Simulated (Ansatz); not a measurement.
The cluster Zn3S3⁻. Charge -1, multiplicity 2. Geometry relaxed at B3LYP-D4/def2-SVPD.

```
atom   x (Å)   y (Å)   z (Å)
 Zn1  -0.805   1.304   0.938
 Zn2   0.924  -1.247   0.913
 Zn3  -0.126  -0.064  -1.996
  S4   1.120  -1.804  -1.211
  S5   0.160   0.082   2.532
  S6  -1.273   1.727  -1.175
```

The structure comes from a short search, and lower isomers may exist.

(1) Estimate the harmonic wavenumbers at UKS B3LYP-D4/def2-SVPD (Ansatz, unscaled). Is this a minimum?

Results:

(1) 26, 47, 70, 79, 121, 145, 228, 266, 326, 343, 397, 412 cm⁻¹. Yes, no mode is imaginary beyond noise. Zero-point energy 14.7 kJ/mol. Run time 4.2 min (4 threads of Arm Neoverse V2 on a shared host), peak host memory 1.2 GiB.
